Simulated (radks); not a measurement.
Initial-state core-level shifts of neutral caesium when its valence configuration changes from [Xe] 6s1. Method: scalar-relativistic Kohn-Sham, r2SCAN, spin-polarised, spherical densities, finite nucleus; open shells are filled with parallel spins first (spin-orbit coupling, left out, can overturn this in heavy ions); meta-GGA in the generalised Kohn-Sham scheme; Fermi nuclear charge, rms radius 4.8041 fm; computed with a radial shooting solver on a logarithmic mesh with Libxc functionals. Shifts are changes of the shell-averaged eigenvalues in eV (positive: less bound); the change of the density at the nucleus, which sets a Mossbauer isomer shift, is in e/bohr^3, on a base of 3.063e+05.

[
 {"valence": "6p1", "1s": "-1.295", "2p": "-1.294", "3p": "-1.296", "4p": "-1.292", "density at nucleus": "-6.97"},
 {"valence": "5d1", "1s": "-0.367", "2p": "-0.340", "3p": "-0.338", "4p": "-0.331", "density at nucleus": "-7.45"}
]
